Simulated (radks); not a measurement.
Species: Sr VI. Configuration: [Ar] 3d10 4s2 4p3. All-electron calculation, scalar-relativistic Kohn-Sham, BLYP, spin-polarised, spherical densities, finite nucleus; open shells are filled with parallel spins first (spin-orbit coupling, left out, can overturn this in heavy ions); Fermi nuclear charge, rms radius 4.224 fm. Program: a radial shooting solver on a logarithmic mesh with Libxc functionals.

Unscreened Slater integrals over Kohn-Sham orbitals (hartree). They are taken over the spin-up orbitals.

integral      value
F0(4p,4p)   0.64457
F2(4p,4p)   0.34386
F0(4p,4s)   0.67316
G1(4p,4s)   0.45961
F0(4p,3d)   0.82739
F2(4p,3d)   0.19612
G1(4p,3d)  0.066187
G3(4p,3d)  0.063033
F0(4p,3p)   0.82693
F2(4p,3p)   0.19596
G0(4p,3p)  0.051072
G2(4p,3p)  0.060339
F0(4s,4s)   0.70693
F0(4s,3d)   0.89422
G2(4s,3d)  0.079336
F0(4s,3p)   0.89381
G1(4s,3p)  0.070489
F0(3d,3d)    1.8415
F2(3d,3d)   0.89475
F4(3d,3d)   0.56572
F0(3d,3p)    1.8158
F2(3d,3p)   0.87559
G1(3d,3p)    1.0425
G3(3d,3p)   0.65395
F0(3p,3p)    1.8118
F2(3p,3p)   0.91035

Derived for the open shells (J is the average intra-shell exchange parameter used in DFT+U). 4p: J = F2/5 = 0.06877 hartree.
